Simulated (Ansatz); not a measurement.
A nudged elastic band was laid between two geometries of CH6SSiSn (10 atoms, charge 0, multiplicity 1).

Method: RKS r2SCAN-D4/def2-SVP (Ansatz 0.2.0).

```json
{"movable images": "9", "climbing image": "yes", "spring": "5.0 eV/Å²", "optimiser": "quadratic models (default)", "start path": "through a guess of the saddle point", "force threshold": "0.05 eV/Å", "iteration limit": "60", "end points": "relaxed"}
```

Image 0:

```xyz
10
Properties=species:S:1:pos:R:3
C -0.885 0.390 -0.297
Si -0.301 -1.416 -0.288
S 1.702 -1.198 0.519
Sn 0.981 1.159 0.515
H -1.102 0.792 -1.299
H -1.744 0.595 0.362
H -1.152 -2.285 0.582
H -0.281 -2.015 -1.657
H 0.924 1.810 2.100
H 1.942 2.117 -0.533
```

Image 10:

```xyz
10
Properties=species:S:1:pos:R:3
C -1.026 0.628 -0.266
Si -0.139 -0.978 -0.274
S 2.003 -0.393 0.077
Sn 0.490 1.855 0.946
H -1.153 1.074 -1.265
H -1.999 0.586 0.248
H -0.420 -1.845 0.902
H -0.107 -1.802 -1.523
H 0.208 0.775 2.342
H 2.226 0.048 -1.184
```

Question: What changes between the two ends?

Answer: Bonds broken: Sn4–H10. Bonds formed: S3–H10.

Question: Give the energies along the band, and the barrier.

Answer: The forces met the threshold. The highest image is number 4 of 0 to 10, 1.55 eV above the first end and 1.27 eV above the last; the last end lies 0.28 eV above the first. A vibrational analysis at the climbing image gives one clearly imaginary mode, 902i cm⁻¹: a first-order saddle point. The orbitals stay closed-shell, which can raise the energy where a bond breaks towards radicals; this wasn't checked here.

```json
{"image": "0", "path coordinate (Å)": "0.00", "energy (eV)": "0.00", "Sn4–H10 (Å)": "1.71", "S3–H10 (Å)": "3.49"}
{"image": "1", "path coordinate (Å)": "0.69", "energy (eV)": "0.01", "Sn4–H10 (Å)": "1.71", "S3–H10 (Å)": "3.48"}
{"image": "2", "path coordinate (Å)": "1.38", "energy (eV)": "0.06", "Sn4–H10 (Å)": "1.71", "S3–H10 (Å)": "3.35"}
{"image": "3", "path coordinate (Å)": "2.07", "energy (eV)": "0.66", "Sn4–H10 (Å)": "1.68", "S3–H10 (Å)": "2.70"}
{"image": "4", "path coordinate (Å)": "2.76", "energy (eV)": "1.55", "Sn4–H10 (Å)": "1.78", "S3–H10 (Å)": "1.97"}
{"image": "5", "path coordinate (Å)": "3.38", "energy (eV)": "0.80", "Sn4–H10 (Å)": "2.26", "S3–H10 (Å)": "1.40"}
{"image": "6", "path coordinate (Å)": "4.00", "energy (eV)": "0.49", "Sn4–H10 (Å)": "2.87", "S3–H10 (Å)": "1.35"}
{"image": "7", "path coordinate (Å)": "4.62", "energy (eV)": "0.37", "Sn4–H10 (Å)": "3.31", "S3–H10 (Å)": "1.35"}
{"image": "8", "path coordinate (Å)": "5.24", "energy (eV)": "0.33", "Sn4–H10 (Å)": "3.33", "S3–H10 (Å)": "1.35"}
{"image": "9", "path coordinate (Å)": "5.85", "energy (eV)": "0.30", "Sn4–H10 (Å)": "3.31", "S3–H10 (Å)": "1.35"}
{"image": "10", "path coordinate (Å)": "6.47", "energy (eV)": "0.28", "Sn4–H10 (Å)": "3.29", "S3–H10 (Å)": "1.35"}
```

Question: What is the geometry of the highest image?

Answer: 
```xyz
10
Properties=species:S:1:pos:R:3
C -1.010 0.422 -0.169
Si -0.178 -1.257 -0.359
S 1.659 -0.966 0.757
Sn 0.814 1.587 0.242
H -1.598 0.781 -1.028
H -1.620 0.481 0.747
H -0.930 -2.431 0.181
H 0.095 -1.513 -1.808
H 0.725 2.279 1.827
H 2.126 0.567 -0.386
```

Question: What are the harmonic wavenumbers there?

Answer: 902i, 86, 214, 250, 420, 456, 473, 499, 545, 624, 685, 710, 740, 823, 931, 945, 964, 1364, 1641, 1826, 2203, 2204, 3073, 3158 cm⁻¹.

The band took 20 iterations and roughly 13 core-minutes.

Time of the run: 6.5 min on 2 threads of Intel(R) Xeon(R) 6975P-C (Granite Rapids), with other jobs on the host, peak memory 0.2 GiB.
